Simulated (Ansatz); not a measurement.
Input for Ansatz (a program for electronic structure): U-r2SCAN/cc-pVTZ on BrFGe (SMILES [F][Ge][Br]), a point of a bond scan (R = 1.894 Å).

Ansatz 0.2 input:
```yaml
crystal:
  periodic: [false, false, false]
  atoms:
    - {symbol: Ge, position_ang: [0.54012837, -0.45604254, 0.81246222]}
    - {symbol: F, position_ang: [1.49051706, -1.32798058, -0.38782963]}
    - {symbol: Br, position_ang: [-0.59366029, 0.51553862, -0.35198355]}
basis:
  gaussian:
    orbitals: cc-pVTZ
hamiltonian:
  xc: {name: r2SCAN}
magnetization: {spin_polarized: true, initial_magnetization: 0}
```

The head of its log:

```
WARN ansatz: RAYON_NUM_THREADS=1 ignored (pool sized by the plan → 1); use --threads N
Functional definition: r2SCAN
integrals: 0.05 GiB planned
877 factors; their error is unknown
mean field: 0.46 GiB planned
mean field evaluation 1: about -129280.3989 eV, gradient 2.9e1 eV
mean field evaluation 2: about -129249.4919 eV, gradient 9.8e1 eV
```

Task: What total energy does the run end on?

Result: -4751.0603 hartree.
